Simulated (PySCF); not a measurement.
A structure optimised at PBE-D3(BJ)/def2-SVP, used in a PySCF frequency run:

```
O
C 1 1.4178
H 2 1.1120 1 107.40
O 2 1.4147 3 108.04 1 123.15
H 2 1.1159 3 109.18 1 -118.22
Si 1 1.6871 2 119.82 3 145.94
F 6 1.6424 1 111.36 2 96.12
Si 4 1.7033 2 120.72 3 -137.70
H 6 1.4933 7 106.35 1 -116.87
H 8 1.5024 4 109.86 2 125.18
H 8 1.5037 10 109.16 4 -122.34
```

Q: Write its SMILES and formula.

A: F[Si@H]1OCO[SiH2]1, CH5FO2Si2

Q: What are its rotational constants (standard atomic weights)?

A: 3.4495, 2.0663, 1.5121 GHz
